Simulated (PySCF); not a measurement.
H3S, SMILES [SH3+], charge +1. Geometry optimised at B3LYP-D3(BJ)/def2-TZVPD. The isomer is the one that the SMILES or the coordinates give; other isomers of the formula were not compared.

TDA-PBE0/def2-TZVPD run with PySCF puts the lowest singlet excitations at 9.60, 9.60, 10.55, 11.57, 12.51, 12.51 eV.

Task: What are the lowest excitation roots from ADC(3)/aug-cc-pVDZ (PySCF)? (Estimate from the structure and the level; the computed values follow.)

Result: 9.80, 9.80, 10.52, 12.07, 12.98, 12.98 eV. S1 differs by 0.20 eV (second minus first; roots are paired by order, and the bases may differ).
